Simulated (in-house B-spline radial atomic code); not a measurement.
## LC-wPBE excitations of the praseodymium ion Pr⁵⁺

Method: LC-wPBE. Computed with a B-spline radial code for spherical atoms: linear response of the closed shell [Kr] 4d10 5s2 5p6 with the functional's adiabatic kernel; scalar-relativistic (spin-free one-electron X2C), finite nucleus, no spin-orbit coupling, no double excitations, S, P, D and F terms only; shells from n = 3 respond. Only terms of natural parity with L up to 3 were computed.

Spin-orbit coupling is strong here, so these LS terms don't match observed levels.

Command:
```bash
python run_td.py task.json out
```
Settings (radii: box in bohr, nucleus in fm):
```
Z                        59
electrons                54
configuration            [Kr] 4d10 5s2 5p6
hamiltonian              x2c
method                   lc_wpbe
box_radius               16.35
rms_radius               4.8919
intervals                70
```

Run time, properties included: 5.4 s on 1 thread of Arm Neoverse N1, on a shared host.

The lowest states, in the order of their Tamm-Dancoff energies; the method's threshold (minus the highest occupied level) is 81.75 eV. Labels give the largest channel, * marks a mixed state, and oscillator strengths are full-response dipole values. Semilocal kernels can invert the small singlet-triplet splittings of Rydberg terms. Energies in eV:

| state | full response | Tamm-Dancoff | oscillator strength |
| --- | --- | --- | --- |
| 5p → 4f 3D | 6.539 | 6.625 | - |
| 5p → 4f 1D | 8.650 | 8.822 | - |
| 5p → 5d 3P | 26.057 | 26.138 | - |
| 5p → 5d 3F | 26.110 | 26.258 | - |
| 5p → 5d 1F | 28.360 | 28.380 | - |
| 5s → 4f 3F | ? | ? | - |
| 5s → 4f 1F | 29.575 | 29.599 | - |
| 5p → 5d 1P | 34.24 | 35.44 | 5.36 |
| 5p → 6s 3P | ? | ? | - |
| 5p → 6s 1P | 38.02 | 38.04 | 1.22 |

Where does 5p → 6s 3P lie?

At 37.47 eV in full response, 37.49 eV in Tamm-Dancoff.

Where does 5s → 4f 3F lie?

At 28.709 eV in full response, 28.725 eV in Tamm-Dancoff.

How large is the singlet-triplet splitting of 5p → 4f (D terms) in Tamm-Dancoff?

2.2 eV, from the unrounded values.

What polarisabilities and dispersion coefficient does the method give?

Dipole 4.568 bohr³, quadrupole 14.08 bohr⁵, C6 23.07 hartree·bohr⁶ for two such species.
